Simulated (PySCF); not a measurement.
A calculated (B3LYP, PySCF 2.14, cc-pVDZ-X2C, scalar relativity by spin-free X2C-1e) atom or ion has these occupied shells.

```
shell  electrons  orbital energy (eV)  rms radius, mean of both spins (bohr)
 1s α          1             -41836.0                                 0.0275
 1s β          1             -41836.0                                 0.0275
 2s α          1              -6773.3                                  0.112
 2s β          1              -6773.2                                  0.112
 2p α          3              -6070.0                                 0.0997
 2p β          3              -6070.0                                 0.0997
 3s α          1              -1490.4                                  0.291
 3s β          1              -1489.8                                  0.291
 3p α          3              -1265.8                                  0.290
 3p β          3              -1265.2                                  0.290
 3d α          5              -946.48                                  0.268
 3d β          5              -945.91                                  0.268
 4s α          1              -319.55                                  0.660
 4s β          1              -317.75                                  0.660
 4p α          3              -245.22                                  0.701
 4p β          3              -243.36                                  0.701
 4d α          5              -137.42                                  0.779
 4d β          5              -135.36                                  0.779
 5s α          1              -60.685                                   1.56
 5s β          1              -59.664                                   1.56
 5p α          3              -41.249                                   1.80
 5p β          3              -40.452                                   1.80
 4f α          2              -25.260                                   1.14
 6s α          1              -15.937                                   4.05
```

Name the element and its charge.

Pr²⁺ (praseodymium, charge +2), in [Xe] 4f2 6s1, one real determinant (an excited configuration).
